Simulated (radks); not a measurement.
Numerical settings for the gold ion Au65+, [Ne] 3s2 3p2. Method: scalar-relativistic Kohn-Sham, SCAN, spin-polarised, spherical densities, finite nucleus; open shells are filled with parallel spins first (spin-orbit coupling, left out, can overturn this in heavy ions); meta-GGA in the generalised Kohn-Sham scheme; Fermi nuclear charge, rms radius 5.4371 fm; computed with a radial shooting solver on a logarithmic mesh with Libxc functionals. The defaults (mesh step 0.008 in ln r, mesh end at 40 bohr or more with all orbitals vanishing there, Anderson mixing 0.5 over 9 steps, residual threshold near 1e-9 with the energy settled to 1e-9 hartree or 1e-11 of itself, here a cap of 97 iterations) give E = -13952.488 hartree and 3p at -7370.1 eV in 13 iterations. Run on one thread of a shared host, so times are rough (Arm Neoverse V2): 0.1 s of CPU time, 0.1 s wall, 13 iterations on 2189 mesh points. Changes against that run (0 stands for a change within the tolerance of the run):

[
 {"setting": "mesh step in ln r 0.05", "iterations": "12", "converged": "yes", "E (mhartree)": "-144", "e(3p) (meV)": "+73.3", "CPU (s)": "0.02"},
 {"setting": "mesh step in ln r 0.02", "iterations": "14", "converged": "yes", "E (mhartree)": "+43.8", "e(3p) (meV)": "-8.91", "CPU (s)": "0.05"},
 {"setting": "mesh step in ln r 0.012", "iterations": "13", "converged": "yes", "E (mhartree)": "-4.27", "e(3p) (meV)": "+0.225", "CPU (s)": "0.07"},
 {"setting": "mesh end (bohr) 20", "iterations": "24", "converged": "yes", "E (mhartree)": "-2.51", "e(3p) (meV)": "-0.0477", "CPU (s)": "0.16"},
 {"setting": "mesh end (bohr) 400", "iterations": "13", "converged": "yes", "E (mhartree)": "+0.33", "e(3p) (meV)": "-0.0119", "CPU (s)": "0.11"},
 {"setting": "residual threshold 0.1", "iterations": "10", "converged": "yes", "E (mhartree)": "0", "e(3p) (meV)": "-0.0328", "CPU (s)": "0.09"},
 {"setting": "residual threshold 0.01", "iterations": "10", "converged": "yes", "E (mhartree)": "0", "e(3p) (meV)": "-0.0328", "CPU (s)": "0.09"},
 {"setting": "mixing 2.5", "iterations": "16", "converged": "yes", "E (mhartree)": "0", "e(3p) (meV)": "0", "CPU (s)": "0.13"},
 {"setting": "linear mixing, mixing 0.5", "iterations": "28", "converged": "yes", "E (mhartree)": "0", "e(3p) (meV)": "-0.00898", "CPU (s)": "0.21"},
 {"setting": "linear mixing, mixing 0.8", "iterations": "15", "converged": "yes", "E (mhartree)": "0", "e(3p) (meV)": "0", "CPU (s)": "0.11"},
 {"setting": "mixing history 20", "iterations": "13", "converged": "yes", "E (mhartree)": "0", "e(3p) (meV)": "0", "CPU (s)": "0.1"},
 {"setting": "iteration cap 2", "iterations": "2", "converged": "no", "E (mhartree)": "+6.85e+03", "e(3p) (meV)": "-8.96e+05", "CPU (s)": "0.02"}
]

Settings that end as converged yet miss the energy by more than 1 mhartree: mesh step in ln r 0.05 (-0.144 hartree); mesh step in ln r 0.02 (+0.0438 hartree); mesh step in ln r 0.012 (-0.00427 hartree); mesh end (bohr) 20 (-0.00251 hartree). A mesh that ends early acts as a hard wall.
